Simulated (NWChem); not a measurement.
Species: C3H2F4; SMILES C(/C(F)F)(F)=C/F

```xyz
9

F     -0.7875     1.9722    -0.2673
C      0.4243     1.4650    -0.1516
C      0.6649     0.1807     0.1114
F      1.9327    -0.2260     0.2038
C     -0.3019    -0.9406     0.3402
F     -0.2470    -1.8117    -0.6905
F     -1.5570    -0.4812     0.4457
H      1.2404     2.1809    -0.2867
H     -0.0349    -1.4914     1.2613
```
Atoms are numbered in this order, from 1.

Program: NWChem. Pople sets run with spherical d functions. Structure relaxed at the PBE0/def2-SVP level. B3LYP is NWChem's, with the RPA form of VWN correlation. Ions are spin-unrestricted doublets at the neutral geometry; other ion states weren't tried.

| level | vertical ionisation energy, ΔSCF (eV) | −ε(HOMO) (eV) | ΔSCF minus −ε(HOMO) (eV) |
|---|---|---|---|
| B3LYP/6-31G* | 10.07 | 7.20 | 2.87 |
| PBE/6-31G* | … | … | … |
| LDA (Slater exchange, VWN5)/6-31G* | 10.02 | 6.19 | 3.83 |
| r2SCAN/6-31G* | 9.94 | 6.39 | 3.55 |
| M06-2X/6-31G* | 10.34 | 8.88 | 1.46 |

Question: Some entries are withheld; supply them.

Answer: 
- PBE/6-31G*, vertical ionisation energy, ΔSCF (eV): 9.75
- PBE/6-31G*, −ε(HOMO) (eV): 5.99
- PBE/6-31G*, ΔSCF minus −ε(HOMO) (eV): 3.76
